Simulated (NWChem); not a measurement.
Species: AlH₂OCl; SMILES [OH][AlH][Cl]

```xyz
5

Al    -0.5793     0.6087     0.0000
H     -2.1439     0.6903     0.0000
Cl     0.4180    -1.2441     0.0000
O      0.3066     2.0498     0.0000
H      1.2591     2.1544     0.0000
```
Atoms are numbered in this order, from 1.

Structure relaxed at the PBE0/def2-SVP level.

Q: Give the principal values of the shielding tensors (ppm) of Al1, Cl3, O4 from KT2/pcSseg-1, GIAO (NWChem), with their diamagnetic and paramagnetic parts as GIAO splits them.

A: 
```csv
atom,σ11,σ22,σ33,isotropic,diamagnetic,paramagnetic
Al1,383.5,425.3,457.3,422.0,798.2,-376.1
Cl3,737.5,855.4,1070.3,887.7,1150.8,-263.1
O4,176.8,275.5,310.8,254.4,388.9,-134.5
```
